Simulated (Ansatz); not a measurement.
Input and output for `[Cl][Ga-]([Cl])([Cl])[AsH3+]`.

```yaml
crystal:
  periodic: [false, false, false]
  atoms:
    - {symbol: Cl, position_ang: [-0.562334, -1.963931, 1.891773]}
    - {symbol: Ga, position_ang: [0.446564, -1.364392, 0.090323]}
    - {symbol: Cl, position_ang: [2.572355, -1.065585, 0.216914]}
    - {symbol: Cl, position_ang: [-0.319377, -2.142784, -1.761879]}
    - {symbol: As, position_ang: [-0.350047, 1.112392, -0.086344]}
    - {symbol: H, position_ang: [-1.278744, 1.642638, 0.970688]}
    - {symbol: H, position_ang: [0.693866, 2.194300, -0.062632]}
    - {symbol: H, position_ang: [-1.110085, 1.530162, -1.314645]}
basis:
  gaussian: {orbitals: def2-TZVP}
hamiltonian: {xc: {name: LC-wPBE}}
output: {forces: true}
```

```sh
$ ansatz run in.yaml --threads 4 --pin off --events-out ev --progress --plain --max-ram 11315MiB
```

It prints (some lines left out):

```
Functional definition: LC-wPBE
1641 factors; their error is unknown
410 factors; integrals over basis functions are off by at most 4.0e-5 eV
mean field evaluation 1: about -150814.3395 eV, gradient 3.8e1 eV
mean field evaluation 2: about -150815.2598 eV, gradient 4.2e1 eV
mean field evaluation 4: about -150816.9674 eV, gradient 1.8e0 eV
mean field evaluation 8: about -150816.9860 eV, gradient 4.1e-2 eV
mean field evaluation 16: about -150816.9668 eV, gradient 2.1e-5 eV
mean field -150816.96678315 eV, -5542.4213018691 hartree, gradient 2.1e-5 eV, S^2 0.000000; 0 other end points of the search recorded, 0 dependent functions left out
reference -150816.96678316 eV, -5542.4213018694 hartree; 59, 59 occupied and 166, 166 virtual orbitals, 1641 factors
Total energy: -150816.96678316 eV, -5542.4213018694 hartree
Atom 0 at    -0.562334    -1.963931     1.891773 Å, force     0.146750     0.073048    -0.254499 eV/Å
Atom 1 at     0.446564    -1.364392     0.090323 Å, force    -0.003237     0.016683    -0.001937 eV/Å
Atom 2 at     2.572355    -1.065585     0.216914 Å, force    -0.298002    -0.056691    -0.017045 eV/Å
Atom 3 at    -0.319377    -2.142784    -1.761879 Å, force     0.112567     0.097536     0.264121 eV/Å
Atom 4 at    -0.350047     1.112392    -0.086344 Å, force    -0.077745     0.251856    -0.019102 eV/Å
Atom 5 at    -1.278744     1.642638     0.970688 Å, force     0.135600    -0.109174    -0.138745 eV/Å
Atom 6 at     0.693866     2.194300    -0.062632 Å, force    -0.128792    -0.180315    -0.000083 eV/Å
Atom 7 at    -1.110085     1.530162    -1.314645 Å, force     0.112860    -0.092942     0.167290 eV/Å
Dipole moment:    -0.381106     1.181192    -0.083910 e Å
```

Run time 4.8 s (4 threads of an Arm Neoverse V1 on a shared host); peak host memory 0.56 GiB.
